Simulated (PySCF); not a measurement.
C2H3F2, SMILES [CH2]C(F)F, multiplicity 2. Atoms are numbered in the order given.

```xyz
7

C      1.3511    -0.2981     0.2356
C     -0.1200    -0.1370     0.3011
F     -0.7215    -0.7390    -0.7768
F     -0.4533     1.1820     0.2554
H      1.9263     0.3911    -0.3869
H      1.8259    -1.1900     0.6479
H     -0.5660    -0.5771     1.2115
```
Charge 0, spin multiplicity 2.

The structure is a stationary point at B3LYP-D3(BJ)/def2-SVP. The isomer is the one that the SMILES or the coordinates give; other isomers of the formula were not compared.

Calculation: M06-2X/def2-TZVPD (PySCF).

Mulliken values depend strongly on the basis, most of all with diffuse functions as here. ESP charges are fitted to the potential on shells at 1.4 to 2.0 van der Waals radii. Atomic charges (e):

```csv
atom,ESP fit,meta-Löwdin,Mulliken spin
C1,-0.51,-0.23,1.04
C2,0.55,0.47,0.03
F3,-0.26,-0.31,0.01
F4,-0.26,-0.30,0.01
H5,0.23,0.14,-0.04
H6,0.20,0.13,-0.05
H7,0.05,0.11,0.01
```
